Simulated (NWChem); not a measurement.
# AlHCl₂; SMILES [Cl][AlH][Cl]

```xyz
4

Al     0.0000     0.0000    -0.7337
H      0.0000     0.0000    -2.3116
Cl    -1.8059     0.0000     0.3485
Cl     1.8059     0.0000     0.3485
```
Atoms are numbered in this order, from 1.

The geometry was optimised at PBE-D3(BJ)/def2-SVP.

Symmetry labels are those of C2v in the frame above (b1 and b2, or b-type labels, depend on it).

Question: List the 4 lowest vertical singlet excitations and the 4 lowest triplet ones from B3LYP/6-31+G* (spherical d), TDA (NWChem).

Answer: 
| state | energy (eV) | oscillator strength | symmetry | leading excitation (squared amplitude) |
|---|---|---|---|---|
| S1 | 6.12 | 0.000 | a2 | HOMO → LUMO (1.00) |
| S2 | 6.18 | 0.008 | b2 | HOMO−1 → LUMO (0.99) |
| S3 | 6.63 | 0.014 | b1 | HOMO−2 → LUMO (0.67) |
| S4 | 6.94 | 0.105 | b1 | HOMO → LUMO+1 (0.67) |
| T1 | 5.88 | spin-forbidden | b2 | HOMO−1 → LUMO (0.96) |
| T2 | 6.02 | spin-forbidden | a2 | HOMO → LUMO (0.99) |
| T3 | 6.11 | spin-forbidden | b1 | HOMO−2 → LUMO (0.99) |
| T4 | 6.36 | spin-forbidden | a1 | HOMO−1 → LUMO+1 (0.84) |
